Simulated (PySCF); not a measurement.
Species: C₆H₁₁GeNSi.
Numbering: `[SiH3:1][C@@H:2]([GeH3:3])[c:4]1[cH:5][cH:6][cH:7][cH:8][n:9]1` (hydrogens: H10, H11, H12 on Si1; H13 on C2; H14, H15, H16 on Ge3; H17 on C5; H18 on C6; H19 on C7; H20 on C8)

Cartesian coordinates in Å at the PBE0-D3(BJ)/def2-SVP level; atoms count from 1:
```xyz
20
C6H11GeNSi angstrom
Si    -2.0227    1.4088   -0.5085
C     -1.2005    0.0340    0.5039
Ge    -1.9892   -1.7225    0.0573
C      0.2817    0.0181    0.2791
C      1.1410    0.9418    0.8959
C      2.5029    0.8783    0.6286
C      2.9757   -0.0948   -0.2508
C      2.0493   -0.9665   -0.8166
N      0.7459   -0.9143   -0.5575
H     -1.4716    2.7423   -0.1097
H     -3.4982    1.4082   -0.2663
H     -1.7618    1.1973   -1.9634
H     -1.4315    0.2496    1.5613
H     -1.2052   -2.8488    0.7484
H     -2.0583   -1.9485   -1.4594
H     -3.4344   -1.7077    0.6081
H      0.7375    1.6972    1.5740
H      3.1913    1.5832    1.1016
H      4.0374   -0.1807   -0.4894
H      2.3749   -1.7516   -1.5085
```

Method: TDDFT CAM-B3LYP/def2-SVPD, vertical, gas phase, core orbitals frozen in the response (PySCF). The CAM-B3LYP/def2-SVPD calculation is non-relativistic and has no spin–orbit coupling, an omission that weighs most on germanium.

Ground-to-excited transition dipoles (e·a0, same axes as the geometry; the sign carries no meaning), for the states with f of 0.002 or more among the lowest 8:

```json
{"state": "S1", "E (eV)": "5.147", "μx": "0.115", "μy": "-0.158", "μz": "0.062"}
{"state": "S2", "E (eV)": "5.320", "μx": "-0.631", "μy": "0.250", "μz": "0.296"}
{"state": "S4", "E (eV)": "6.003", "μx": "-1.048", "μy": "-0.212", "μz": "-0.221"}
{"state": "S5", "E (eV)": "6.861", "μx": "0.002", "μy": "-0.110", "μz": "0.049"}
{"state": "S6", "E (eV)": "6.987", "μx": "-0.889", "μy": "0.249", "μz": "0.422"}
{"state": "S7", "E (eV)": "7.112", "μx": "-1.499", "μy": "-0.359", "μz": "-0.335"}
{"state": "S8", "E (eV)": "7.394", "μx": "-0.517", "μy": "0.408", "μz": "0.387"}
```

Q: What oscillator strength does each state have?

A: f = (2/3) ΔE |μ|² with ΔE in hartree (27.2114 eV).

```
state  |μ|² (au)  |μ| (D)      f
   S1      0.042     0.52  0.005
   S2      0.549     1.88  0.072
   S4      1.191     2.77  0.175
   S5      0.015     0.31  0.002
   S6      1.031     2.58  0.176
   S7      2.488     4.01  0.434
   S8      0.584     1.94  0.106
```

Q: What angle do the transition dipoles of S2 and S8 make?

A: |cos θ| = |μa·μb| / (|μa| |μb|) = 0.96, so θ ≈ 16° (taken between 0 and 90°, since the signs are arbitrary).

Q: How is the summed strength of these states shared among x, y and z?

A: (2/3) Σ ΔE μα² gives 0.790 for x, 0.083 for y and 0.097 for z, 0.970 in all.

Q: What peak molar absorption coefficient would the strongest computed level give as a lone Gaussian band 0.5 eV wide at half height?

A: ε(max) = 2.175×10⁸ f / FWHM, with the width in cm⁻¹. S7: 2.175×10⁸ × 0.4335 / 4033 ≈ 23000 L mol⁻¹ cm⁻¹.

The vertical ionisation energy (ΔSCF) is 8.98 eV, 1.58 eV above S8.

One conformer stands for the species.
